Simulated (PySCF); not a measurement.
fluoromethane (CH3F), singlet, geometry from GFN2-xTB.

Input for PySCF:
```python
from pyscf import gto, scf, mcscf
import numpy

mol = gto.M(
    atom='''
C    -0.61325264    0.10970633    0.05833978
F     0.72373916   -0.12947155   -0.06885055
H    -0.88741000   -0.04886123    1.10190357
H    -0.80210477    1.14155090   -0.23992684
H    -1.14462180   -0.58568374   -0.59236045
''',
    basis='6-31g*',
    verbose=3,
)

mf = scf.RHF(mol)
mf.kernel()
mc = mcscf.CASSCF(mf, 7, 8)
mc.fix_spin_(ss=0.0)
mc.kernel()
occ = numpy.linalg.eigvalsh(mc.fcisolver.make_rdm1(mc.ci, mc.ncas, mc.nelecas))[::-1]
ss = mc.fcisolver.spin_square(mc.ci, mc.ncas, mc.nelecas)[0]
print('natural occupations', occ.round(4), ' <S^2>', round(ss, 4))
```

### Question
What is the computed SCF-reference HOMO-LUMO gap (CASSCF(8,7)/6-31G* in PySCF)?

### Answer
20.93 eV

### Question
What is the computed SCF-reference dipole moment (CASSCF(8,7)/6-31G*)?

### Answer
1.98 D

### Question
What total energy does CASSCF(8,7)/6-31G* give?

### Answer
-139.0926 Eh

### Question
Predict the natural occupations of the active orbitals from CASSCF(8,7)/6-31G*.

### Answer
2.00, 1.98, 1.98, 1.98, 0.02, 0.02, 0.02

### Question
Give the SCF-reference HOMO energy at the level CASSCF(8,7)/6-31G*.

### Answer
-14.17 eV
